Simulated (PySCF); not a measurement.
Al(H)2(OH) (AlH3O), SMILES [OH][AlH2].

Geometry optimised at PBE0-D3(BJ)/def2-TZVP. A frequency run showed that this geometry is not a minimum.

All values below come from M06-2X/def2-TZVPD (PySCF).

Gas-phase values at a fixed geometry.

Computed frontier levels, gap, dipole moment and polarisability:
The highest occupied level is -9.25 eV. The lowest empty level is -0.36 eV and the orbital gap is 8.90 eV. The dipole moment is 1.01 D. The quadrupole, principal values (traceless, Buckingham form, about the centre of nuclear charge) comes out as -5.92, 2.69, 3.23 D·Å and the mean static polarisability comes out as 32.7 bohr³ (4.85 Å³). The polarisability, principal values comes out as 28.3, 34.5, 35.3 bohr³.
